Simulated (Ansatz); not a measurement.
**How methods differ on C4F6 (SMILES FC1=C(F)C(F)(F)C1(F)F)**

C4F6 has 10 atoms, charge 0, and is taken as a singlet. As SMILES, `FC1=C(F)C(F)(F)C1(F)F`. Geometry: optimised at r2SCAN/def2-SVP.

Quantity: the adiabatic ionisation energy (to the doublet cation, shapes relaxed at r2SCAN/def2-SVP, no zero-point term), in eV. The values are calculated.

| level | kind | program | value (eV) | less CCSD(T)/def2-SVP | CPU time (all runs) |
| --- | --- | --- | --- | --- | --- |
| HF/def2-SVP | Hartree–Fock | Ansatz | 10.27 | -0.63 | 4.5 s |
| SVWN5/def2-SVP | LDA | Ansatz | 10.69 | -0.21 | 9.2 s |
| BLYP/def2-SVP | GGA | Ansatz | 10.32 | -0.58 | 13 s |
| B3LYP/def2-SVP | global hybrid | Ansatz | 10.80 | -0.10 | 9.4 s |
| wB97M-V/def2-SVP | range-separated hybrid | Ansatz | 10.83 | -0.07 | 29 s |
| RPA@PBE/def2-SVP | RPA | Ansatz | 10.87 | -0.03 | 26 s |
| MP2/def2-SVP | perturbation theory | Ansatz | 11.04 | +0.14 | 6.1 s |
| CCSD(T)/def2-SVP | coupled cluster or CI | Ansatz | 10.90 | 0.00 | 5.5 min |

CCSD(T)/def2-SVP is the highest level here, not the true value. The values span 10.27 to 11.04 eV. Times are those of the runs behind each value, whatever else they computed, on shared processors of several kinds: orders of magnitude only.
